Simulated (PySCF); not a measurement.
PySCF input file for Br3In, SMILES [Br][In-]([Br])[Br], charge -1, multiplicity 2, PBE-D3(BJ)/def2-SVPD. Geometry: PBE-D3(BJ)/def2-SVPD. The def2 effective core potentials stand for the cores of In; spin–orbit coupling is left out.

```python
import numpy as np
from pyscf import gto, scf, dft, df
from pyscf.hessian import thermo

mol = gto.M(
    atom='''
    In   -0.00000000   -0.00000000   -0.58626321
    Br   -2.19716455    1.26853354    0.27358950
    Br   -0.00000000   -2.53706708    0.27358950
    Br    2.19716455    1.26853354    0.27358950
    ''',
    basis='def2-SVPD',
    ecp={'In': 'def2-svp'},
    charge=-1,
    spin=1,
    max_memory=1600,
    verbose=3,
)
mf = dft.UKS(mol, xc='pbe').density_fit(auxbasis='def2-universal-jkfit')
mf.disp = 'd3bj'
mf.grids.level = 3
mf.conv_tol = 1e-11
mf.max_cycle = 100
mf.kernel()
fine, coarse = mf.grids, dft.Grids(mol).set(level=1).build(with_non0tab=True)
for _ in range(3):  # follow internal instabilities
    mf.grids = coarse
    mo, _, stable, _ = mf.stability(return_status=True, nroots=4)
    mf.grids = fine
    if stable:
        break
    mf.kernel(mf.make_rdm1(mo, mf.mo_occ))

# [left out here: the lines that compute and print the analytic Hessian (its translational invariance restored by hand, since the grid's response is missing), thermochemistry and intensities]
```

Log of the run:

```

WARN: HOMO -0.550557323434419 >= LUMO -0.55055732343442

converged SCF energy = -7910.78168688602  <S^2> = 0.75163424  2S+1 = 2.0016336
<class 'pyscf.df.df_jk.DFUKS'> wavefunction is stable in the internal stability analysis

WARN: DFTD3 does not support analytical Hessian, using finite difference


WARN: Mole.unit (angstrom) is changed to Bohr

Mode                                 0                   1                   2
Irrep
Freq [cm^-1]                       43.4311             43.4447             53.9517
Reduced mass [au]                  83.0040             83.0043             91.4430
Force const [Dyne/A]                0.0922              0.0923              0.1568
Char temp [K]                      62.4877             62.5072             77.6245
Normal mode                   x     y     z       x     y     z       x     y     z
       0  In                 0.03 -0.00  0.00   -0.00 -0.03  0.00    0.00 -0.00 -0.06
       1  Br                 0.01 -0.05  0.01    0.05  0.04  0.01    0.03 -0.02  0.03
       2  Br                -0.07 -0.00 -0.00    0.00 -0.04 -0.01   -0.00  0.04  0.03
       3  Br                 0.01  0.05 -0.01   -0.05  0.04  0.01   -0.03 -0.02  0.03
Mode                                 3                   4                   5
Irrep
Freq [cm^-1]                      157.8318            184.1812            184.1843
Reduced mass [au]                  86.7969             94.4506             94.4510
Force const [Dyne/A]                1.2739              1.8878              1.8878
Char temp [K]                     227.0848            264.9957            265.0002
Normal mode                   x     y     z       x     y     z       x     y     z
       0  In                 0.00 -0.00  0.05   -0.00  0.07  0.00   -0.07 -0.00  0.00
       1  Br                 0.04 -0.03 -0.02    0.02 -0.02 -0.01    0.05 -0.02 -0.02
       2  Br                -0.00  0.05 -0.02    0.00 -0.06  0.02    0.00  0.00 -0.00
       3  Br                -0.04 -0.03 -0.02   -0.02 -0.02 -0.01    0.05  0.02  0.02
temperature 298.1500 [K]
pressure 101325.00 [Pa]
Rotational constants [GHz] 0.60972 0.60972 0.32754
Symmetry number 3
Zero-point energy (ZPE) 0.00152 [Eh]   3989.694 [J/mol]
                           tot       elec      trans        rot        vib
Entropy [J/mol/K]       405.580      5.763    181.965    125.782     92.070
Cv [J/mol/K]             73.279      0.000     12.472     12.472     48.336
Cp [J/mol/K]             81.594      0.000     20.786     12.472     48.336
Internal energy [J/mol]                      3718.434   3718.434  15346.729
Internal energy [Eh]   -7910.77301  -7910.78169
Enthalpy [J/mol]                             6197.391   3718.434  15346.729
Enthalpy [Eh]          -7910.77206
Gibbs free energy [J/mol]                  -48055.334 -33783.341 -12104.090
Gibbs free energy [Eh] -7910.81812
mode   freq/cm-1   IR/(km/mol)
   1       43.43         0.333
   2       43.44         0.334
   3       53.95         1.147
   4      157.83         5.856
   5      184.18        51.246
   6      184.18        51.245
max |gradient| / (hartree/bohr): 6.260867347975593e-05
APT charges: [ 1.1282 -0.7095 -0.7094 -0.7095]
```

The run converged.

Cost: about 9 core-minutes (a rough figure).
